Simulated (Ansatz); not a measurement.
Geometry optimisation, RKS LDA/def2-SVP (Ansatz 0.2.0).

input.yaml

```yaml
crystal:
  periodic: [false, false, false]
  atoms:
    - { symbol: P, position_ang: [-1.3273, 0.5205, -0.2563] }
    - { symbol: "N", position_ang: [-0.2213, -0.1354, 0.9118] }
    - { symbol: Zn, position_ang: [1.4334, -0.9948, 0.3562] }
    - { symbol: H, position_ang: [-1.2706, -0.5907, -1.1364] }
    - { symbol: H, position_ang: [-0.3433, 1.2653, -1.0271] }
    - { symbol: H, position_ang: [0.0535, 0.6559, 1.5597] }
    - { symbol: H, position_ang: [-0.37063, -1.15705, 1.03643] }
basis:
  gaussian: { orbitals: def2-SVP }
hamiltonian:
  xc: lda
relax:
  f_tol: 0.02
  max_steps: 50
output:
  orbitals: {}
```

Command:

```bash
$ ansatz run input.yaml --threads 2 --pin off --max-ram 3072MiB --backend cpu --events-out ev --progress --plain --runs-dir out
```

Task: Where does it end, and by what steps?

Result: The run converged. After 19 steps the energy has fallen by 1.128 eV; H5 moved furthest, 0.95 Å.

```csv
step,energy less start (eV),largest force component (eV/Å),accepted
0,0.0000,2.465,yes
1,-0.6204,1.295,yes
2,-0.9429,0.461,yes
3,-1.0170,0.188,yes
4,-1.0404,0.199,yes
5,-1.0423,0.197,yes
6,-1.0626,0.156,yes
7,-1.0739,0.508,yes
8,-1.0894,0.256,yes
9,-1.1010,0.233,yes
10,-1.1083,0.314,yes
11,-1.0924,1.157,no
12,-1.1180,0.103,yes
13,-1.1196,0.133,yes
14,-1.1212,0.412,yes
15,-1.1237,0.246,yes
16,-1.1252,0.108,yes
17,-1.1270,0.056,yes
18,-1.1275,0.039,yes
19,-1.1276,0.008,yes
```

```xyz
7
Properties=species:S:1:pos:R:3
P -1.030 0.714 -0.334
N -0.308 -0.112 1.012
Zn 1.901 -0.379 -0.109
H -1.806 -0.371 -0.889
H 0.088 0.457 -1.267
H -0.419 0.375 1.908
H -0.472 -1.121 1.123
```

Whether the end is a true minimum wasn't checked by a vibrational analysis.

Time of the run: 10 s on 2 threads of Intel(R) Xeon(R) 6975P-C (Granite Rapids) (shared host), peak memory 0.14 GiB.
